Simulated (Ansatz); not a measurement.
One geometry of the cluster Cu3F4⁺, several levels of theory.

```yaml
crystal:
  periodic: [false, false, false]
  atoms:
    - {symbol: Cu, position_ang: [-0.779485, -0.085636, -1.268957]}
    - {symbol: Cu, position_ang: [0.993323, -0.997731, 0.277216]}
    - {symbol: Cu, position_ang: [-0.460372, 0.870252, 1.043694]}
    - {symbol: F, position_ang: [0.540654, -0.415454, 2.038304]}
    - {symbol: F, position_ang: [1.061533, 0.945802, -0.293376]}
    - {symbol: F, position_ang: [-1.756456, 1.229750, -0.329485]}
    - {symbol: F, position_ang: [0.400813, -1.546983, -1.467386]}
basis:
  gaussian: {orbitals: def2-TZVP, initial_orbitals: start.molden}
total_charge: 1
hamiltonian: {xc: r2scan, dispersion: d4}
scf: {omitted_lower_state_checks: [starts]}
output: {orbitals: {seedname: orbitals}}
```

The file start.molden holds the orbitals of an earlier run on this structure, at another level or in another basis.

```sh
$ ansatz run in.yaml --threads 4 --pin off --events-out ev --progress --plain --max-ram 4787MiB
```

It prints (some lines left out):

```
Functional definition: r2SCAN
1983 factors; their error is unknown
mean field evaluation 1: about -144784.3770 eV, gradient 9.5e0 eV
mean field evaluation 2: about -144784.4780 eV, gradient 1.8e-1 eV
mean field evaluation 4: about -144784.4015 eV, gradient 1.1e-2 eV
mean field -144784.40154356 eV, -5320.7286183335 hartree, gradient 2.0e-5 eV, S^2 0.000000; 0 other end points of the search recorded, 0 dependent functions left out
reference -144784.40157129 eV, -5320.7286193526 hartree; 61, 61 occupied and 198, 198 virtual orbitals, 1983 factors
Total energy: -144784.45074485 eV, -5320.7304264476 hartree
Checks for a lower state left out: starts
```

Hardware: 4 threads of Arm Neoverse V2 on a shared host. Wall time 10 s, peak host memory 0.55 GiB.

The first input with `gaussian: {orbitals: def2-TZVP}`, `hamiltonian: {xc: pbe0, dispersion: d4}` (abridged; 11 s):

```
Functional definition: PBE0
mean field evaluation 16: about -144757.4675 eV, gradient 7.2e-2 eV
mean field evaluation 32: about -144757.4675 eV, gradient 3.1e-5 eV
mean field -144757.46753527 eV, -5319.7388117855 hartree, gradient 3.1e-5 eV, S^2 0.000000
Total energy: -144757.66378211 eV, -5319.7460237238 hartree
Checks for a lower state left out: starts
```

The first input with `hamiltonian: {xc: pbe, dispersion: d4}` (abridged; 4.4 s):

```
Functional definition: PBE
mean field -144759.57074534 eV, -5319.8161033300 hartree, gradient 4.4e-5 eV, S^2 0.000000
Total energy: -144759.80335148 eV, -5319.8246514480 hartree
Checks for a lower state left out: starts
```

Geometry: r2SCAN-D4/def2-SVP, that of the neutral doublet.

A triplet lies near this restricted singlet, and broken spin symmetry wasn't tried. At r2SCAN-D4/def2-TZVP, PBE-D4/def2-TZVP an occupied level lies above an empty one. At PBE0-D4/def2-TZVP a triplet of charge 1 lies 1.66 eV below the restricted singlet at the same geometry. Another isomer (doublet) lies 0.03 eV lower at PBE0-D4/def2-TZVP.
